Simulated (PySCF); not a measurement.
C₃H₅BN₂O, SMILES NB1C=CN=CO1.

Geometry optimised at TPSSh-D3(BJ)/def2-SVP. The structure was generated by enumeration, and PubChem lists no compound with its InChIKey, so it may never have been made. The values are those of a single conformer.

Computed with M06-2X/def2-TZVP run with PySCF.

Symmetry labels are those of the subgroup Cs that the program uses (full group Cs).

Computed valence orbital energies around the gap with their symmetry:
| orbital | symmetry | energy (eV) |
|---|---|---|
| HOMO−7 | A' | -14.33 |
| HOMO−6 | A' | -13.83 |
| HOMO−5 | A' | -13.06 |
| HOMO−4 | A" | -11.10 |
| HOMO−3 | A' | -10.63 |
| HOMO−2 | A" | -10.14 |
| HOMO−1 | A' | -9.31 |
| HOMO | A" | -8.03 |
| LUMO | A" | -0.23 |
| LUMO+1 | A' | 1.42 |
| LUMO+2 | A" | 1.74 |
| LUMO+3 | A' | 2.40 |
